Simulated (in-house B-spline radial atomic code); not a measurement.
**N³⁺: [He] 2s(1 up, 0 down) 3p(1 up, 0 down) (an excited or competing configuration)**

Computed with a B-spline radial code for spherical atoms: non-relativistic PW91, spin-polarised, spherical fractional occupations, point nucleus.

Z_r = [3n² - l(l+1)]/(2<r>); Z_e = n√(-2ε); the last column is Slater's effective charge. Values are occupation-weighted means over spin.

```tsv
shell	electrons	ε (eV)	<r> (bohr)	Z_r	Z_e	Slater
1s	2	-466.71	0.2286	6.56	5.86	6.70
2s	1	-78.536	1.059	5.67	4.81	5.30
3p	1	-24.794	2.719	4.60	4.05	4.15
```

The least bound orbital is 3p up at -24.79 eV, and it is also the most diffuse (<r> = 2.719 bohr).
